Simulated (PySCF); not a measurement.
Compound: C5H7FN (doublet state).
SMILES with atom numbers: `[CH2:1]=[C:2]([F:3])/[N:4]=[CH:5]/[CH:6][CH3:7]` (hydrogens: H8, H9 on C1; H10 on C5; H11 on C6; H12, H13, H14 on C7)

Cartesian coordinates in Å at the GFN2-xTB level; atoms count from 1:
```xyz
14
C5H7FN angstrom
C      3.0868   -0.0753    1.0666
C      2.0145    0.2170    0.2947
F      2.2499    1.0034   -0.8133
N      0.7943   -0.1987    0.5394
C     -0.2411    0.1074   -0.2427
C     -1.4844   -0.3527    0.0616
C     -2.6928   -0.0676   -0.7409
H      4.0620    0.2952    0.8135
H      2.9593   -0.6835    1.9396
H     -0.1023    0.7280   -1.1308
H     -1.5999   -0.9647    0.9443
H     -3.1449   -0.9998   -1.0840
H     -3.4411    0.4375   -0.1275
H     -2.4609    0.5535   -1.6025
```

The hyperfine couplings belong to this conformer and change with its torsions.

Theory: PySCF, UKS B3LYP, pcH-1 on C F H N, non-relativistic, mean-field spin-orbit, GIAO. Isolated species at its GFN2-xTB geometry (one conformer only). Couplings are sensitive to structure, and on GFN2-xTB geometries they can be far from those on DFT ones. No stability test was run, so a lower SCF solution isn't excluded. ⟨S²⟩ is 0.792 where a pure state has 0.75.

Principal values of hyperfine tensors in MHz (contact and dipolar terms together), for some of the nuclei:

```
atom  isotope      A1      A2      A3
  C2      13C  -77.99  -36.67  -31.82
  C1      13C    0.58    1.93  126.71
  C6      13C    0.92    1.86  114.88
  C5      13C  -59.28  -27.19  -22.54
  F3      19F  -97.12   -9.63   -0.52
  H8       1H  -54.92  -34.86  -13.27
  H9       1H  -50.99  -34.63  -14.08
 H11       1H  -44.75  -31.67  -12.57
```

Q: Give the isotropic coupling of each nucleus in MHz and in mT (g = 2.0032), and the anisotropic part.

A: a_iso = (A1 + A2 + A3)/3, Ti = Ai − a_iso; 1 mT corresponds to 28.037 MHz.

| atom | a_iso (MHz) | a_iso (mT) | T1 | T2 | T3 |
| --- | --- | --- | --- | --- | --- |
| C2 | -48.82 | -1.741 | -29.16 | 12.15 | 17.01 |
| C1 | 43.07 | 1.536 | -42.49 | -41.14 | 83.63 |
| C6 | 39.22 | 1.399 | -38.30 | -37.36 | 75.66 |
| C5 | -36.34 | -1.296 | -22.95 | 9.15 | 13.80 |
| F3 | -35.76 | -1.275 | -61.37 | 26.13 | 35.24 |
| H8 | -34.35 | -1.225 | -20.57 | -0.51 | 21.08 |
| H9 | -33.24 | -1.186 | -17.76 | -1.40 | 19.15 |
| H11 | -29.66 | -1.058 | -15.09 | -2.01 | 17.09 |

Q: What spin density at the nucleus of C6 lies behind its contact coupling (g_N = 1.40482)?

A: a_FC = (2μ0/3) gₑ μB g_N μN ρ(0)/(2S·h) = 800.24 MHz × g_N × ρ(0)/(2S), with ρ in bohr⁻³. With a_FC = 39.22 MHz and 2S = 1, ρ(0) = 0.03489 bohr⁻³.

Q: H13 (1H, g_N = 5.58569) isn't in the table. Its spin density at the nucleus is 0.01345 bohr⁻³. What is its contact coupling?

A: By the same relation, a_FC = 60.1 MHz. Its full tensor has the principal values 57.26, 58.38, 64.78 MHz.

Q: Which nucleus of the table has the largest anisotropic coupling, and what is its form?

A: C1: -42.5, -41.1, 83.6 MHz, axial, in the ratio −1:−1:+2, the form that spin in one p orbital centred on that nucleus gives.

Q: In a single crystal, with the field along each principal axis of the tensor of C6 in turn, what first-order splitting does this nucleus give (isotropic g, quadrupole terms neglected)?

A: 2 lines (I = 1/2), spaced by |A_i|/(g × 13.996): 0.03, 0.07, 4.10 mT along the axes of A1, A2 and A3.

The run took 42 s wall (grids of density and orbitals included) on one thread, Arm Neoverse V2 (aarch64), no GPU, shared host with 96 logical CPUs at a one-minute load of 46, and the process peaked at 0.86 GiB of memory.
